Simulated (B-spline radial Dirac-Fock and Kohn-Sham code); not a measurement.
Model: ΔSCF Dirac-Fock with Breit, self-energy and vacuum polarisation, finite nucleus, configuration average. Program: a radial finite-basis atomic code. Free neutral atoms.

Question: Order these X-ray lines by photon energy, lowest first.
A. Ni Lβ4
B. Zn Lβ3
C. Cs Mγ
D. Sn Mγ
E. Cr Lβ3
F. Co Lγ5

Answer: E (652.6 eV), D (694.1 eV), F (801.5 eV), C (925.9 eV), A (942.2 eV), B (1109.3 eV).

Values without a named source are computed, but for edge energies of neutral atoms, which are taken from tables.
